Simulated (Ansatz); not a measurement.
Ansatz (a first-principles code) input for Mg(Br)(OMe) (CH3BrMgO), SMILES C[O][Mg][Br], PBE-D3(BJ)/def2-SVP. 

Ansatz 0.2 input:
```yaml
crystal:
  periodic: [false, false, false]
  atoms:
    - {symbol: Mg, position_ang: [0.50239354, -0.35586533, -0.22192163]}
    - {symbol: Br, position_ang: [-0.95199029, 0.75304077, 1.15570089]}
    - {symbol: O, position_ang: [1.27500979, -1.00953351, -1.55507247]}
    - {symbol: C, position_ang: [1.84597253, -1.51032385, -2.71064953]}
    - {symbol: H, position_ang: [2.17053875, -0.69162224, -3.36495244]}
    - {symbol: H, position_ang: [2.71887147, -2.12573852, -2.45855391]}
    - {symbol: H, position_ang: [1.12561407, -2.13047091, -3.25848842]}
basis:
  gaussian:
    orbitals: def2-SVP
hamiltonian:
  xc: pbe
  dispersion: d3bj
relax: {f_tol: 0.002, max_steps: 200}
```

Log of the run:

```
WARN ansatz: RAYON_NUM_THREADS=1 ignored (pool sized by the plan → 1); use --threads N
Functional definition: PBE
integrals: 0.04 GiB planned
999 factors; their error is unknown
mean field: 0.21 GiB planned
mean field evaluation 1: about -78587.1992 eV, gradient 6.3e1 eV
mean field evaluation 2: about -78476.8369 eV, gradient 1.9e2 eV
mean field evaluation 4: about -78595.1486 eV, gradient 2.0e1 eV
mean field evaluation 8: about -78596.0000 eV, gradient 7.8e-2 eV
mean field evaluation 16: about -78595.9170 eV, gradient 5.4e-5 eV
mean field -78595.91704321 eV, -2888.3466771120 hartree, gradient 5.4e-5 eV, S^2 0.000000; 0 other end points of the search recorded, 0 dependent functions left out
the calculation of the forces begins
reference -78595.91708245 eV, -2888.3466785539 hartree; 32, 32 occupied and 61, 61 virtual orbitals, 999 factors
relax step   1: F+E_penalty+E_count = -78596.02850202 eV  Δ(F+E_penalty+E_count) = +0.000e0 eV  max|allowed force component| = 1.795e0 eV/Å  Δτ_max = 0.0000 Å  (25 SCF iters, accepted)
these checks for a lower state are left out or cut short: starts, cluster_reference, orbital_swaps, neighbouring_geometries, increment
integrals: 0.04 GiB planned
999 factors; their error is unknown
mean field: 0.21 GiB planned
mean field -78596.08468216 eV, -2888.3528377298 hartree, gradient 1.8e-5 eV, S^2 0.000000; 0 other end points of the search recorded, 0 dependent functions left out
the calculation of the forces begins
reference -78596.08472130 eV, -2888.3528391680 hartree; 32, 32 occupied and 61, 61 virtual orbitals, 999 factors
relax step   2: F+E_penalty+E_count = -78596.19384468 eV  Δ(F+E_penalty+E_count) = -1.653e-1 eV  max|allowed force component| = 1.131e0 eV/Å  Δτ_max = 0.1290 Å  (27 SCF iters, accepted)
these checks for a lower state are left out or cut short: starts, cluster_reference, orbital_swaps, neighbouring_geometries, increment
integrals: 0.04 GiB planned
999 factors; their error is unknown
mean field: 0.21 GiB planned
mean field -78596.14873567 eV, -2888.3551916530 hartree, gradient 1.1e-5 eV, S^2 0.000000; 0 other end points of the search recorded, 0 dependent functions left out
the calculation of the forces begins
reference -78596.14877458 eV, -2888.3551930829 hartree; 32, 32 occupied and 61, 61 virtual orbitals, 999 factors
relax step   3: F+E_penalty+E_count = -78596.25586884 eV  Δ(F+E_penalty+E_count) = -6.202e-2 eV  max|allowed force component| = 2.421e-1 eV/Å  Δτ_max = 0.1945 Å  (27 SCF iters, accepted)
these checks for a lower state are left out or cut short: starts, cluster_reference, orbital_swaps, neighbouring_geometries, increment
integrals: 0.04 GiB planned
999 factors; their error is unknown
mean field: 0.21 GiB planned
mean field evaluation 32: about -78596.2189 eV, gradient 2.4e-2 eV
mean field -78596.14153899 eV, -2888.3549271797 hartree, gradient 1.3e-5 eV, S^2 0.000000; 0 other end points of the search recorded, 0 dependent functions left out
the calculation of the forces begins
reference -78596.14157772 eV, -2888.3549286029 hartree; 32, 32 occupied and 61, 61 virtual orbitals, 999 factors
relax step   4: F+E_penalty+E_count = -78596.24938438 eV  Δ(F+E_penalty+E_count) = +6.484e-3 eV  max|allowed force component| = 8.605e-1 eV/Å  Δτ_max = 0.0443 Å  (28 SCF iters, rejected (line search))
these checks for a lower state are left out or cut short: starts, cluster_reference, orbital_swaps, neighbouring_geometries, increment
integrals: 0.04 GiB planned
999 factors; their error is unknown
mean field: 0.21 GiB planned
mean field -78596.15436970 eV, -2888.3553986997 hartree, gradient 1.1e-5 eV, S^2 0.000000; 0 other end points of the search recorded, 0 dependent functions left out
the calculation of the forces begins
reference -78596.15440858 eV, -2888.3554001285 hartree; 32, 32 occupied and 61, 61 virtual orbitals, 999 factors
relax step   5: F+E_penalty+E_count = -78596.26172840 eV  Δ(F+E_penalty+E_count) = -5.860e-3 eV  max|allowed force component| = 3.790e-2 eV/Å  Δτ_max = 0.0216 Å  (29 SCF iters, accepted)
these checks for a lower state are left out or cut short: starts, cluster_reference, orbital_swaps, neighbouring_geometries, increment
integrals: 0.04 GiB planned
999 factors; their error is unknown
mean field: 0.21 GiB planned
mean field -78596.15510093 eV, -2888.3554255717 hartree, gradient 1.3e-5 eV, S^2 0.000000; 0 other end points of the search recorded, 0 dependent functions left out
the calculation of the forces begins
reference -78596.15513982 eV, -2888.3554270008 hartree; 32, 32 occupied and 61, 61 virtual orbitals, 999 factors
relax step   6: F+E_penalty+E_count = -78596.26257214 eV  Δ(F+E_penalty+E_count) = -8.437e-4 eV  max|allowed force component| = 8.685e-3 eV/Å  Δτ_max = 0.0383 Å  (28 SCF iters, accepted)
these checks for a lower state are left out or cut short: starts, cluster_reference, orbital_swaps, neighbouring_geometries, increment
integrals: 0.04 GiB planned
999 factors; their error is unknown
mean field: 0.21 GiB planned
mean field -78596.15520628 eV, -2888.3554294434 hartree, gradient 1.0e-5 eV, S^2 0.000000; 0 other end points of the search recorded, 0 dependent functions left out
the calculation of the forces begins
reference -78596.15524518 eV, -2888.3554308730 hartree; 32, 32 occupied and 61, 61 virtual orbitals, 999 factors
relax step   7: F+E_penalty+E_count = -78596.26267012 eV  Δ(F+E_penalty+E_count) = -9.798e-5 eV  max|allowed force component| = 1.029e-3 eV/Å  Δτ_max = 0.0158 Å  (27 SCF iters, accepted)
these checks for a lower state are left out or cut short: starts, cluster_reference, orbital_swaps, neighbouring_geometries, increment
integrals: 0.04 GiB planned
999 factors; their error is unknown
mean field: 0.21 GiB planned
mean field evaluation 64: about -78596.1552 eV, gradient 1.0e-5 eV
mean field -78596.15523133 eV, -2888.3554303638 hartree, gradient 1.0e-5 eV, S^2 0.000000; 0 other end points of the search recorded, 0 dependent functions left out
the calculation of the forces begins
reference -78596.15527024 eV, -2888.3554317938 hartree; 32, 32 occupied and 61, 61 virtual orbitals, 999 factors
relax step   8: F+E_penalty+E_count = -78596.26269273 eV  Δ(F+E_penalty+E_count) = -2.262e-5 eV  max|allowed force component| = 3.952e-3 eV/Å  Δτ_max = 0.0132 Å  (27 SCF iters, accepted)
these checks for a lower state are left out or cut short: starts, cluster_reference, orbital_swaps, neighbouring_geometries, increment
integrals: 0.04 GiB planned
999 factors; their error is unknown
mean field: 0.21 GiB planned
mean field -78596.15522234 eV, -2888.3554300335 hartree, gradient 5.8e-5 eV, S^2 0.000000; 0 other end points of the search recorded, 0 dependent functions left out
the calculation of the forces begins
reference -78596.15526125 eV, -2888.3554314635 hartree; 32, 32 occupied and 61, 61 virtual orbitals, 999 factors
relax step   9: F+E_penalty+E_count = -78596.26268928 eV  Δ(F+E_penalty+E_count) = +3.459e-6 eV  max|allowed force component| = 6.223e-3 eV/Å  Δτ_max = 0.0007 Å  (17 SCF iters, rejected (line search))
these checks for a lower state are left out or cut short: starts, cluster_reference, orbital_swaps, neighbouring_geometries, increment
integrals: 0.04 GiB planned
999 factors; their error is unknown
mean field: 0.21 GiB planned
mean field -78596.15523125 eV, -2888.3554303611 hartree, gradient 4.0e-5 eV, S^2 0.000000; 0 other end points of the search recorded, 0 dependent functions left out
the calculation of the forces begins
reference -78596.15527016 eV, -2888.3554317911 hartree; 32, 32 occupied and 61, 61 virtual orbitals, 999 factors
relax step  10: F+E_penalty+E_count = -78596.26269376 eV  Δ(F+E_penalty+E_count) = -1.023e-6 eV  max|allowed force component| = 1.070e-4 eV/Å  Δτ_max = 0.0003 Å  (17 SCF iters, accepted)
integrals: 0.04 GiB planned
999 factors; their error is unknown
mean field: 0.21 GiB planned
mean field -78596.15523125 eV, -2888.3554303611 hartree, gradient 4.0e-5 eV, S^2 0.000000; 1 other end points of the search recorded, 0 dependent functions left out
the calculation of the forces begins
reference -78596.15527016 eV, -2888.3554317911 hartree; 32, 32 occupied and 61, 61 virtual orbitals, 999 factors
Total energy: -78596.26273267 eV, -2888.3593809653 hartree
Atom 0 at     0.285666    -0.224000    -0.328240 Å, force     0.000030    -0.000018    -0.000021 eV/Å
Atom 1 at    -0.896718     0.749074     1.461226 Å, force    -0.000011     0.000003    -0.000028 eV/Å
Atom 2 at     1.176499    -0.957108    -1.676416 Å, force    -0.000032     0.000062     0.000107 eV/Å
Atom 3 at     1.871934    -1.529351    -2.728196 Å, force    -0.000039    -0.000073    -0.000005 eV/Å
Atom 4 at     2.276109    -0.761521    -3.432019 Å, force     0.000009    -0.000009     0.000027 eV/Å
Atom 5 at     2.743453    -2.133561    -2.376526 Å, force     0.000036     0.000019    -0.000070 eV/Å
Atom 6 at     1.229468    -2.214046    -3.333767 Å, force     0.000006     0.000017    -0.000010 eV/Å
Dipole moment:     0.142982    -0.117675    -0.216326 e Å
```

The calculation finished and met its thresholds.

Cost: about 19 core-seconds (a rough figure).
